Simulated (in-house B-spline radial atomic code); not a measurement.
Results of a calculation; reference values are marked as such.
## Building a PAW d channel for Ru, r_c = 1.12 bohr

Ru, [Kr] 4d7 5s1, non-relativistic PBE, spherical and spin-unpolarised, from an all-electron radial atomic-structure program (B-spline basis) (atomic units; all potentials screened as in the neutral atom).

Two all-electron partial waves φ1, φ2 are integrated outwards at E1 = ε(4d) = -0.203047 and E2 = E1 + 0.5 hartree; φ1 is the bound orbital and φ2 has unit norm inside r_c = 1.1154 bohr. Smooth partners are polynomials, r^3(a0 + a1 r² + a2 r⁴ + a3 r⁶), matched to φ and three derivatives at r_c, with no condition on the norm. The local potential is -26.4921 + (46.8619) r² + (-36.1095) r⁴ + (10.5462) r⁶ inside 0.9132 bohr and the all-electron one outside.

```json
{"wave": "1", "φ(r_c)": "0.8099384", "φ'(r_c)": "0.17203", "a0": "2.580279", "a1": "-2.93767", "a2": "1.373567", "a3": "-0.2429602"}
{"wave": "2", "φ(r_c)": "1.517046", "φ'(r_c)": "-0.2955476", "a0": "5.553538", "a1": "-6.628199", "a2": "3.146411", "a3": "-0.5629988"}
```

Inside r_c the overlaps are <φi φj> = [[0.25067, 0.50035], [0.50035, 1.00000]] and, for the smooth waves, [[0.23606, 0.47081], [0.47081, 0.94011]]. With χj = (Ej − T − V_local) applied to smooth wave j, the program's quadrature gives the matrix B_ij = <smooth i, χj> as [[0.33350, 0.67999], [0.69476, 1.41835]].

Task: Check the match of the first wave, and find the augmentation charges q_ij.

Result: At r_c the four terms are 3.58062, -5.07173, 2.95029, -0.64925, which sum to 0.8099, φ1(r_c) to rounding. q_ij is the all-electron overlap less the smooth one: [[0.01461, 0.02954], [0.02954, 0.05989]]. The smooth first wave has a norm of 0.2361 inside r_c against 0.2507, and q11 > 0 puts back the missing charge.

Task: B isn't symmetric. Show that D_ij = B_ij + Ej q_ij is.

Result: Integrating by parts gives B12 − B21 = (E1 − E2) q12: 0.67999 − (0.69476) = -0.01477, and −0.5 × (0.02954) = -0.01477. So D12 = 0.67999 + (0.296953)(0.02954) = 0.68876 and D21 = 0.69476 + (-0.203047)(0.02954) = 0.68876; D11 = 0.33053, D22 = 1.43613. The projectors, p = (B⁻¹)ᵀ χ, are dual to the smooth waves; det B = 0.00059, small beside B11 B22, as the two smooth waves look alike inside r_c.

Solving (T + V_local + Σ p D p) ψ = E (1 + Σ p q p) ψ in a sphere of 9 bohr, whose wall lifts the free-atom level a little, gives these levels:

```
all-electron  one projector  two projectors
   -0.203023      -0.203023       -0.203023
    0.122173       0.122142        0.122173
    0.411753       0.411510        0.411753
    0.850884       0.849871        0.850882
    1.430280       1.427150        1.430240
```

Task: What does the second projector gain?

Result: With one projector the errors are 0.00, -0.03, -0.24, -1.01, -3.13 millihartree. With two the errors are 0.00, 0.00, 0.00, 0.00, -0.04 millihartree. The scattering is exact at E1 and at E2 = 0.297, and over all levels compared the largest error is 0.04 millihartree. The lowest eigenvalue of the overlap operator is 1 with one and 1 with two projectors. The smooth orbital alone needs a cutoff of 22.6 hartree for 1 millihartree of kinetic energy, against 40.5 for a norm-conserving Troullier-Martins orbital of the same radius; part of the gain comes from giving up the norm, part from the simpler form.
